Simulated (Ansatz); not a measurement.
Consider the formal exchange of groups at a Ga–S bond: `[NH2][Ga]([F])[SH]` + `FC1BN1` → `[NH2][Ga]([F])[C]1(F)BN1` + H₂S.

Gas-phase electronic energies from Ansatz, PBE0-D4/def2-TZVP geometries. CCSD(T)/CBS adds triple-zeta CCSD(T) − MP2 to the extrapolated MP2 energy (def2 sets, frozen cores). This one scheme is used for every species. DFT in def2-TZVPP. B3LYP here is the variant with VWN-RPA as its local correlation; programs differ in this. For Ga outer-core shells are correlated without core-valence functions, which leaves a few kJ/mol of doubt a bond. Scalar relativity is left out up to krypton. Each species was taken in one conformer, which may not be the lowest.

```tsv
level	ΔE (kJ/mol)
PBE-D4	93.5
B3LYP-D4	94.9
ωB97M-V	96.8
B3LYP	99.0
```

(1) What does CCSD(T)/CBS give? (Estimate.)

Largest T1 diagnostic among the species: 0.014.

## Answers

(1) Ansatz gave: +95.9 kJ/mol. The listed levels differ from it by -2.4, -1.0, 0.9, 3.1 kJ/mol.

The D4 term adds −4.1 kJ/mol with B3LYP and −2.5 kJ/mol with PBE0; it sums over pairs of atoms, weighted by their polarisabilities, and B3LYP, whose exchange is more repulsive, gets the larger term. In def2-TZVPP, CCSD(T) changes the Hartree–Fock value by −19.9 kJ/mol (the triples alone add −1.9 kJ/mol) and MP2 by −17.4 kJ/mol. From PBE to PBE0 (25 % exact exchange), in def2-TZVPP and without D4, ΔE moves by +6.8 kJ/mol.
